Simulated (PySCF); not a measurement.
## Electron correlation in W (tungsten, neutral)

[Xe] 4f14 5d4 6s2, high-spin 5D determinant. Calculation: PySCF 2.14, in aug-cc-pVDZ-PP with ECP60MDF; a scalar-relativistic core potential. Frozen: 5s2 5p6; 6 electrons correlated.

MP2 pair energies summed by pair of shells (mhartree):

```
 pair  energy  share (%)
5d-6s  -41.35       48.5
5d-5d  -25.53       29.9
6s-6s  -18.39       21.6
```

Total MP2 correlation energy: -85.28 mhartree.

Same-spin part -40.35 and opposite-spin part -44.92 mhartree; SCS-MP2 scales them by 1/3 and 6/5 to -67.36 mhartree.
